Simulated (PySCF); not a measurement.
C3H5NOSi, SMILES O[Si@H]1C=CN=C1.

Geometry: ωB97X-D3(BJ)/def2-SVP. The structure was generated by enumeration; whether it is a known compound was not checked. One conformer was computed; it need not be the lowest.

Two levels are set side by side: PBE/def2-TZVP (PySCF) and HF/def2-TZVP (PySCF). Same geometry, gas phase. Differences are taken from unrounded values.

| quantity | HF | PBE | PBE minus HF |
|---|---|---|---|
| orbital gap (eV) | 11.10 | 2.52 | -8.57 |
| highest occupied level (eV) | -9.61 | -5.73 | 3.89 |
| lowest empty level (eV) | 1.49 | -3.20 | -4.69 |
| dipole moment (D) | 1.20 | 1.33 | 0.12 |
| mean polarisability (bohr³) | 60.8 | 66.6 | 5.9 |

PBE's occupied levels lie high since its potential decays too fast outside the molecule; exact exchange lowers them and widens the gap. PBE's more diffuse valence density responds more strongly to a field. Differences between two approximate levels are no errors against the true value.

Rough cost on one machine, each run with all the roots and properties that it gave: HF against PBE about 1/3.
